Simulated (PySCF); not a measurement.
2-pyridinecarboxaldehyde, C6H5NO.
SMILES: `O=Cc1ccccn1`

The closed-shell SCF was solved with PySCF and density fitting under several settings on one GFN2-xTB geometry (grid level 2 and gas phase unless stated).

| settings | basis functions | SCF cycles | E (Eh) | HOMO (eV) | LUMO (eV) | dipole (D) |
| --- | --- | --- | --- | --- | --- | --- |
| PBE0/pcSseg-1 | 161 | 15 | -361.1517 | -7.56 | -2.19 | 3.79 |
| PBE0/def2-SVPD | 203 | 15 | -360.9482 | -7.60 | -2.26 | 3.89 |
| PBE0/6-31G-J, IEF-PCM acetone | 116 | 14 | -361.1539 | -7.45 | -2.03 | 5.17 |
| PBE/def2-SVPD, fitting basis def2-qzvpp-jkfit | 203 | 13 | -360.9341 | -5.97 | -3.19 | 3.85 |

Task: Estimate the rows for these settings: (1) PBE0/def2-SVP; (2) LDA/pcSseg-1, grid level 3.

Result: 
| settings | basis functions | SCF cycles | E (Eh) | HOMO (eV) | LUMO (eV) | dipole (D) |
| --- | --- | --- | --- | --- | --- | --- |
| PBE0/def2-SVP | 137 | 15 | -360.9300 | -7.40 | -2.06 | 3.62 |
| LDA/pcSseg-1, grid level 3 | 161 | 16 | -358.4891 | -6.06 | -3.38 | 3.82 |

Task: Over all rows, what range does the HOMO–LUMO gap span?

Result: From 2.68 eV (LDA/pcSseg-1, grid level 3) to 5.42 eV (PBE0/6-31G-J, IEF-PCM acetone). The functional of the narrowest has no exact exchange, that of the widest 25 % exact exchange.

Task: And the dipole moment?

Result: From 3.62 D (PBE0/def2-SVP) to 5.17 D (PBE0/6-31G-J, IEF-PCM acetone); the largest is 1.43 times the smallest, and the median is 3.83 D.

Task: Compare two rows with the functional PBE0: PBE0/def2-SVP and PBE0/def2-SVPD. Which energy is lower, and by how much?

Result: PBE0/def2-SVPD (203 functions) lies 0.0182 Eh or 11.4 kcal/mol below PBE0/def2-SVP (137 functions).

Cycle counts include a coarse-grid stage where the run had one. One conformer (not necessarily the lowest) at the GFN2-xTB geometry, without vibrations or thermal averaging.

Conformer computed: `[O:1]=[CH:2][c:3]1[cH:4][cH:5][cH:6][cH:7][n:8]1`: O1–C2–C3–C4 0°.
